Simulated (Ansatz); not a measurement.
`C=C[SiH](Cl)Br` + H₂ → `C=C[SiH2]Cl` + HBr at 400 K and 1 bar (hydrogenolysis of the Si–Br bond).

Computed with Ansatz on PBE0-D4/def2-TZVP structures; ΔE is electronic, products minus reactants. CCSD(T)/CBS adds triple-zeta CCSD(T) − MP2 to the extrapolated MP2 energy (def2 sets, frozen cores). This one scheme is used for every species. For Br outer-core shells are correlated without core-valence functions, which leaves a few kJ/mol of doubt a bond. Scalar relativity is left out up to krypton. Each species was taken in one conformer, which may not be the lowest.

```json
{"species": "`C=C[SiH](Cl)Br`", "CCSD(T)/CBS energy (Eh)": "-3400.77233", "H − E (kJ/mol)": "175.3", "S (J/(mol·K))": "395.9"}
{"species": "H₂", "CCSD(T)/CBS energy (Eh)": "-1.17544", "H − E (kJ/mol)": "38.0", "S (J/(mol·K))": "139.0"}
{"species": "`C=C[SiH2]Cl`", "CCSD(T)/CBS energy (Eh)": "-827.99751", "H − E (kJ/mol)": "188.1", "S (J/(mol·K))": "348.1"}
{"species": "HBr", "CCSD(T)/CBS energy (Eh)": "-2573.91920", "H − E (kJ/mol)": "27.6", "S (J/(mol·K))": "207.2"}
```

H − E and S are ideal-gas, rigid-rotor, harmonic terms from PBE0-D4/def2-TZVP, for one conformer and one mirror image of each species. The MP2-based limit puts H₂ 0.8 mEh under its directly extrapolated value; such offsets cancel only in part. 1 Eh = 2625.50 kJ/mol, R = 8.31446 J/(mol·K).

By hand: ΔE, ΔH, ΔS and ΔG.

ΔE = (-827.99751) + (-2573.91920) − (-3400.77233) − (-1.17544) = 0.03106 Eh = 81.5 kJ/mol. Δ(H − E) = 188.1 + 27.6 − 175.3 − 38.0 = 2.4, so ΔH = 83.9 kJ/mol. ΔS = 348.1 + 207.2 − 395.9 − 139.0 = 20.4 J/(mol·K). ΔG = 83.9 − 400 × (20.4)/1000 = 75.7 kJ/mol.

By hand: the equilibrium constant, and the temperature at which ΔG would vanish if ΔH and ΔS stayed fixed.

log₁₀ K = −ΔG/(RT ln 10) = -9.9. ΔG = 0 at ΔH/ΔS = 4113 K, far beyond where these terms or the molecules hold.

ΔH outweighs TΔS. A doubt of 5 kJ/mol in ΔE shifts log₁₀ K by 0.7 here. Other conformers and mirror images would add mixing entropy, several J/(mol·K) or more a flexible species. These are equilibria of isolated gas molecules and say nothing of rates. Largest T1 diagnostic: 0.010 (customary marks: 0.02 for closed shells, 0.045 for open ones).
